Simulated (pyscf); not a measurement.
PySCF, gas phase, ωB97X-D3(BJ)/def2-SVP geometries.

**Question.** PBE/def2-TZVP puts the barrier of H₂N–SiH₂–NH–SiH₂–NH–GeH₃ -> H₂N–SiH₂–NH–SiH₂–NH₂ + germylene (GeH₂) [singlet] (1,1-elimination; singlet surface; Ge–N, Ge–H broken, H–N formed) at 50.2 kcal/mol and the reaction energy at +39.3 kcal/mol, from the reactant's lowest minimum found. What do PBE0-D3(BJ)/def2-TZVP, M06-2X/def2-TZVP, ωB97M-D3(BJ)/def2-TZVP give on the same structures?

**Answer.** PBE0-D3(BJ): ΔE‡ = 57.2 kcal/mol, ΔE = +44.9 kcal/mol; M06-2X: ΔE‡ = 62.4 kcal/mol, ΔE = +45.3 kcal/mol; ωB97M-D3(BJ): ΔE‡ = 60.6 kcal/mol, ΔE = +40.6 kcal/mol. PBE's barrier lies under all of them, by 7.0 to 12.1 kcal/mol. Its reaction energy lies under all of them, by 1.2 to 6.0 kcal/mol. On the product side the descent ends in an adduct with a Ge–N contact, 29.1 kcal/mol under the separated species and 45.0 kcal/mol under the saddle at ωB97X-D3(BJ)/def2-TZVP. What is counted as broken (Ge–N) persists as a longer contact in the product adduct; parting that adduct is a step of its own. At ωB97X-D3(BJ)/def2-TZVP the barrier from the zero used here is 63.7 kcal/mol. One saddle was located; it need not be the lowest between these sides. Elements up to Kr have no core potential and no relativistic terms here.
